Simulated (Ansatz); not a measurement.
Input for Ansatz (a program for electronic structure): R-PBE/def2-TZVPP on H2O (SMILES O).

Ansatz 0.2 input:
```yaml
crystal:
  periodic: [false, false, false]
  atoms:
    - {symbol: O, position_ang: [-0.00000000, 0.00000000, 0.38961139]}
    - {symbol: H, position_ang: [0.00000000, 0.76498632, -0.19485569]}
    - {symbol: H, position_ang: [0.00000000, -0.76498632, -0.19485569]}
basis:
  gaussian:
    orbitals: def2-TZVPP
hamiltonian:
  xc: {name: PBE}
scf: {lower_state_search: off}
```

It printed:

```
WARN ansatz: RAYON_NUM_THREADS=4 ignored (pool sized by the plan → 4); use --threads N
Functional definition: PBE
these checks for a lower state are left out or cut short: stability, starts, cluster_reference, orbital_swaps, neighbouring_geometries, increment
integrals: 0.00 GiB planned
269 factors; their error is unknown
mean field: 0.10 GiB planned
mean field evaluation 1: about -2072.9456 eV, gradient 5.9e1 eV
mean field evaluation 2: about -2055.1499 eV, gradient 1.1e2 eV
mean field evaluation 4: about -2078.4095 eV, gradient 7.8e-1 eV
mean field evaluation 8: about -2078.4096 eV, gradient 1.9e-1 eV
mean field -2078.40967432 eV, -76.3801467347 hartree, gradient 3.2e-6 eV, S^2 0.000000; 0 other end points of the search recorded, 0 dependent functions left out
reference -2078.40969487 eV, -76.3801474897 hartree; 5, 5 occupied and 54, 54 virtual orbitals, 269 factors
Total energy: -2078.40969487 eV, -76.3801474897 hartree
Checks for a lower state left out: stability, starts, cluster_reference, orbital_swaps, neighbouring_geometries, increment
```

The calculation finished and met its thresholds.

Cost: very roughly 0.5 core-seconds.
